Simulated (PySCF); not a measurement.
**The 14-electron isoelectronic series, spin-free X2C**

All values are computed (PySCF 2.14, energy differences of UHF-based or UKS calculations, no spin-orbit coupling). Each ion has its own even-tempered basis scaled to its charge (18s12p5d4f for the first); frozen: 1s2. Ionisation energies in eV.

```
    ion      configuration     UHF  MP2 (outer shells)  CCSD (outer shells)  CCSD(T) (outer shells)     LDA     PBE    PBE0  NIST (with spin-orbit, Breit and QED)
Br(21+)  [Ne] 3s2 3p2 (3P)  914.99              915.58               915.49                  915.49  916.27  916.41  916.37                        920.8 ± 2.2 (s)
Kr(22+)  [Ne] 3s2 3p2 (3P)  992.41              992.99               992.89                  992.89  993.70  993.85  993.81                          999 ± 2.4 (s)
Rb(23+)  [Ne] 3s2 3p2 (3P)  1072.9              1073.5               1073.4                  1073.4  1074.2  1074.4  1074.3                           1080 ± 3 (s)
Sr(24+)  [Ne] 3s2 3p2 (3P)  1156.6              1157.2               1157.1                  1157.1  1157.9  1158.1  1158.0                           1165 ± 3 (s)
Zr(26+)  [Ne] 3s2 3p2 (3P)  1333.4              1333.9               1333.8                  1333.8  1334.7  1334.9  1334.9                           1344 ± 3 (s)
Nb(27+)  [Ne] 3s2 3p2 (3P)  1426.5              1427.0               1426.9                  1426.9  1427.8  1428.1  1428.0                           1439 ± 3 (s)
Mo(28+)  [Ne] 3s2 3p2 (3P)  1522.8              1523.4               1523.3                  1523.3  1524.1  1524.5  1524.4                           1537 ± 3 (s)
Ru(30+)  [Ne] 3s2 3p2 (3P)  1725.0              1725.5               1725.4                  1725.4  1726.3  1726.7  1726.6                           1743 ± 4 (s)
Rh(31+)  [Ne] 3s2 3p2 (3P)  1830.9              1831.5               1831.3                  1831.3  1832.2  1832.6  1832.5                           1851 ± 4 (s)
```

(1) Interpolate the row of Tc(29+).

Each ion has its own basis, which adds noise of up to about 0.1 % along the series.

NIST values marked (s) are semi-empirical, (t) theoretical. Open shells are high-spin determinants of the terms that Hund's rules give.

Spin-orbit coupling of the open shells is absent from the calculated values and included in NIST's; it grows fast with Z.

## Answers

(1) configuration [Ne] 3s2 3p2 (3P); UHF 1622.3; MP2 (outer shells) 1622.8; CCSD (outer shells) 1622.7; CCSD(T) (outer shells) 1622.7; LDA 1623.7; PBE 1624.0; PBE0 1623.9; NIST (with spin-orbit, Breit and QED) 1638 ± 4 (s).
